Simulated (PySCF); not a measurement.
A geometry optimisation, step by step.

Species: C5H13NSi.
Atom-mapped SMILES: `[NH2:1][SiH:2]1[CH2:3][CH2:4][CH2:5][CH2:6][CH2:7]1` (hydrogens: H8, H9 on N1; H10 on Si2; H11, H12 on C3; H13, H14 on C4; H15, H16 on C5; H17, H18 on C6; H19, H20 on C7)

Computed by this run: PySCF 2.14.0, PBE0-D3(BJ)/def2-SVP geometry optimisation, gas phase; density fitting, grid level 1; the optimiser is geomeTRIC in internal coordinates, started from a GFN2-xTB structure. 5 of its 7 geometries are shown. The frame can shift and turn from step to step; on so coarse a grid that alone can change the energy by a few meV, and forces under 0.02 eV/Å are noise.

Step 0: E = -14747.6311 eV, largest atomic force 0.808 eV/Å
```
atom  x, y, z in Å  |  force x, y, z in eV/Å
N1      2.365   -0.258    0.474   -0.069  -0.073   0.108
Si2     1.249    0.488   -0.615   -0.766  -0.164   0.200
C3      0.170   -0.892   -1.343    0.130   0.242   0.454
C4     -0.870   -1.363   -0.330   -0.145   0.466  -0.203
C5     -1.719   -0.216    0.216    0.396  -0.305   0.448
C6     -0.943    0.701    1.159   -0.138   0.037  -0.511
C7      0.083    1.562    0.428    0.162  -0.505  -0.080
H8      2.900    0.330    1.093    0.177   0.184   0.224
H9      2.947   -1.005    0.130    0.194  -0.262  -0.098
H10     1.854    1.292   -1.698    0.241   0.253  -0.344
H11    -0.344   -0.526   -2.233   -0.126   0.220  -0.419
H12     0.773   -1.742   -1.662    0.356  -0.264  -0.221
H13    -0.364   -1.855    0.503    0.099  -0.251   0.301
H14    -1.529   -2.101   -0.799   -0.126  -0.273  -0.080
H15    -2.571   -0.638    0.757   -0.291  -0.072   0.088
H16    -2.114    0.371   -0.617   -0.256   0.188  -0.273
H17    -0.432    0.089    1.906    0.099  -0.200   0.330
H18    -1.651    1.346    1.689   -0.142   0.158   0.230
H19     0.634    2.160    1.154    0.334   0.305   0.187
H20    -0.443    2.268   -0.217   -0.129   0.317  -0.341
```

Step 2: E = -14747.7091 eV, largest atomic force 0.071 eV/Å
```
atom  x, y, z in Å  |  force x, y, z in eV/Å
N1      2.239   -0.421    0.698   -0.007  -0.022   0.024
Si2     1.177    0.356   -0.443   -0.025   0.039  -0.055
C3      0.089   -0.962   -1.229    0.017  -0.057   0.008
C4     -0.966   -1.461   -0.234    0.002  -0.002   0.011
C5     -1.820   -0.345    0.370    0.005   0.016  -0.021
C6     -1.047    0.624    1.266    0.002  -0.010   0.005
C7     -0.005    1.463    0.516    0.015   0.011   0.058
H8      2.769    0.161    1.339    0.002  -0.001   0.004
H9      2.821   -1.186    0.373    0.003  -0.002   0.003
H10     1.886    1.149   -1.509    0.001  -0.003   0.005
H11    -0.400   -0.524   -2.118   -0.004   0.024   0.007
H12     0.698   -1.803   -1.606   -0.002   0.011  -0.006
H13    -0.463   -2.001    0.587    0.000   0.002  -0.009
H14    -1.625   -2.198   -0.724   -0.003   0.009  -0.007
H15    -2.640   -0.796    0.952    0.009  -0.008   0.012
H16    -2.306    0.224   -0.446   -0.008  -0.008   0.011
H17    -0.542    0.042    2.058   -0.001   0.009  -0.004
H18    -1.760    1.287    1.785   -0.003   0.004  -0.012
H19     0.546    2.117    1.214   -0.001   0.003  -0.013
H20    -0.505    2.141   -0.200   -0.003  -0.015  -0.021
```

Step 3: E = -14747.7100 eV, largest atomic force under 0.02 eV/Å
```
atom  x, y, z in Å  |  force x, y, z in eV/Å
N1      2.230   -0.424    0.702   -0.008  -0.003   0.001
Si2     1.176    0.358   -0.445    0.007  -0.005   0.008
C3      0.090   -0.961   -1.232    0.000  -0.009   0.004
C4     -0.963   -1.462   -0.236    0.006   0.014  -0.007
C5     -1.816   -0.347    0.373    0.014  -0.006   0.009
C6     -1.044    0.626    1.266    0.007   0.003  -0.015
C7     -0.005    1.466    0.513    0.001  -0.002   0.011
H8      2.758    0.154    1.347    0.003   0.001   0.004
H9      2.811   -1.192    0.381    0.004  -0.003   0.000
H10     1.888    1.150   -1.509    0.012   0.001   0.000
H11    -0.400   -0.516   -2.117   -0.014   0.004   0.001
H12     0.698   -1.799   -1.614    0.002   0.002  -0.009
H13    -0.456   -2.004    0.582   -0.001  -0.003   0.009
H14    -1.624   -2.197   -0.726   -0.004   0.002  -0.007
H15    -2.631   -0.802    0.961    0.005  -0.005   0.008
H16    -2.309    0.219   -0.439   -0.013   0.004  -0.005
H17    -0.536    0.050    2.059   -0.002  -0.007   0.006
H18    -1.760    1.289    1.782   -0.004   0.007  -0.005
H19     0.545    2.124    1.208    0.001   0.009  -0.005
H20    -0.505    2.137   -0.208   -0.013  -0.003  -0.005
```

Step 4: E = -14747.7107 eV, largest atomic force 0.042 eV/Å
```
atom  x, y, z in Å  |  force x, y, z in eV/Å
N1      2.221   -0.429    0.707   -0.006   0.006  -0.009
Si2     1.177    0.358   -0.445    0.016  -0.022   0.032
C3      0.090   -0.958   -1.236   -0.006   0.021   0.002
C4     -0.960   -1.462   -0.237    0.008   0.011  -0.011
C5     -1.813   -0.350    0.377    0.008  -0.009   0.012
C6     -1.042    0.628    1.266    0.008   0.008  -0.013
C7     -0.005    1.468    0.509   -0.004  -0.010  -0.018
H8      2.748    0.147    1.357    0.001   0.001   0.001
H9      2.801   -1.199    0.390    0.002  -0.001  -0.002
H10     1.895    1.149   -1.506    0.014   0.000   0.000
H11    -0.403   -0.506   -2.115   -0.013  -0.006   0.001
H12     0.697   -1.794   -1.624    0.000  -0.003  -0.009
H13    -0.450   -2.006    0.577   -0.003  -0.003   0.010
H14    -1.623   -2.195   -0.728    0.000  -0.002  -0.004
H15    -2.620   -0.809    0.971    0.003  -0.002   0.003
H16    -2.315    0.213   -0.432   -0.011   0.005  -0.006
H17    -0.531    0.057    2.061   -0.003  -0.009   0.006
H18    -1.759    1.291    1.779   -0.001   0.005   0.000
H19     0.544    2.132    1.199   -0.001   0.010   0.000
H20    -0.507    2.133   -0.217   -0.013   0.001   0.005
```

Step 6: E = -14747.7118 eV, largest atomic force under 0.02 eV/Å
```
atom  x, y, z in Å  |  force x, y, z in eV/Å
N1      2.206   -0.440    0.721    0.001   0.003  -0.004
Si2     1.182    0.357   -0.443    0.004  -0.009   0.013
C3      0.089   -0.948   -1.244    0.002   0.018   0.001
C4     -0.953   -1.460   -0.241   -0.001  -0.002  -0.002
C5     -1.806   -0.356    0.386   -0.006   0.000  -0.001
C6     -1.036    0.633    1.263   -0.001   0.002   0.002
C7     -0.006    1.472    0.497    0.002  -0.007  -0.018
H8      2.729    0.130    1.378   -0.001   0.001  -0.001
H9      2.785   -1.214    0.409   -0.001   0.001  -0.002
H10     1.921    1.142   -1.494    0.004  -0.002   0.002
H11    -0.414   -0.483   -2.112   -0.001  -0.004   0.001
H12     0.689   -1.779   -1.650   -0.004  -0.004  -0.004
H13    -0.437   -2.009    0.566   -0.001   0.002   0.002
H14    -1.618   -2.191   -0.733    0.004  -0.004   0.002
H15    -2.599   -0.825    0.994   -0.001   0.001  -0.002
H16    -2.329    0.199   -0.415    0.002   0.001  -0.001
H17    -0.522    0.071    2.062   -0.001  -0.002  -0.001
H18    -1.757    1.297    1.771    0.003  -0.001   0.005
H19     0.535    2.151    1.177   -0.004   0.005   0.002
H20    -0.515    2.121   -0.239   -0.001   0.000   0.005
```

Problem. Summarise the path.

Solution. The energy falls by 1.86 kcal/mol from step 0 to step 6; nine tenths of that is first reached at step 1. It falls at every step. The largest force goes from 0.808 to under 0.02 eV/Å. Among the bonds Si2–H10 changes most, from 1.478 to 1.505 Å; the atoms move by 0.118 Å rms after alignment.

The cost below is that of the whole optimisation. On one thread of an Arm Neoverse V1, shared host with 32 logical CPUs at a one-minute load of 8.9, this took 67 s wall and 0.76 GiB of memory at its peak.
